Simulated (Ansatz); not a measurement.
Born–Oppenheimer molecular dynamics of FGe$_{2}$H$_{5}$ (8 atoms, charge 0, multiplicity 1). It starts from a relaxed structure.

Level of theory: RKS B3LYP/def2-SVP in Ansatz 0.2.0.

* ensemble: NVT, Langevin thermostat
* time step: 0.5 fs
* steps asked: 150
* set temperature: 300 K
* friction: 0.05 /fs
* seed: 871617

First frame:

```xyz
8
Properties=species:S:1:pos:R:3
Ge -0.017 0.039 -0.060
F 0.583 -0.291 1.562
H 1.226 0.403 -0.901
H -0.952 1.261 0.080
Ge -1.156 -1.988 -0.811
H -2.324 -2.321 0.138
H -1.714 -1.768 -2.235
H -0.169 -3.171 -0.838
```

**Question.** How far do the bonds stretch over the last three quarters of this one trajectory? (Pairs bonded in most of those frames.)

**Answer.** 
| bond | mean (Å) | spread (Å) | shortest | longest |
| --- | --- | --- | --- | --- |
| Ge1–F2 | 1.771 | 0.031 | 1.71 | 1.81 |
| Ge1–H3 | 1.548 | 0.056 | 1.45 | 1.65 |
| Ge1–H4 | 1.555 | 0.048 | 1.46 | 1.66 |
| Ge1–Ge5 | 2.434 | 0.021 | 2.40 | 2.47 |
| Ge5–H6 | 1.547 | 0.034 | 1.49 | 1.61 |
| Ge5–H7 | 1.547 | 0.048 | 1.46 | 1.65 |
| Ge5–H8 | 1.545 | 0.049 | 1.46 | 1.63 |

Mean temperature of the second half: 288 K. A run of 0.075 ps of so small a system gives no equilibrium averages.

Time of the run: 5.1 min on 2 threads of Arm Neoverse V2 (shared host), peak memory 0.24 GiB.
